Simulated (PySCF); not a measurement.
# From computed data to an observable: refractive index and permittivity of the vapour

1-methyl-2,5-dihydropyrrole (C5H9N), SMILES CN1CC=CC1.

Geometry: B3LYP-D3(BJ)/def2-SVP. The values are those of a single conformer.

PBE/def2-TZVP in PySCF gives a mean static polarisability of 68.9 bohr³ and a dipole moment of 0.43 D. Take an ideal gas at 298.15 K and 1 bar, whether or not the substance is that volatile.

Task: Work out n − 1 in the optical limit and the static ε − 1.

Result: 
Polarisability volume α' = 68.9 × 0.148185 = 10.21 Å³. Number density N = p/kT = 2.43e-5 Å⁻³.
Dilute limit of Lorentz–Lorenz: n − 1 = 2π N α' = 0.0016.
Orientation term of Debye: μ²/(3kT) = 8.098 Å³ × μ²(D²) = 1.50 Å³.
ε − 1 = 4π N (α' + μ²/3kT) = 0.0036. Orientation of the dipole supplies 13 % of the static response; it can't follow optical fields. Vibrational polarisation and dispersion are left out.
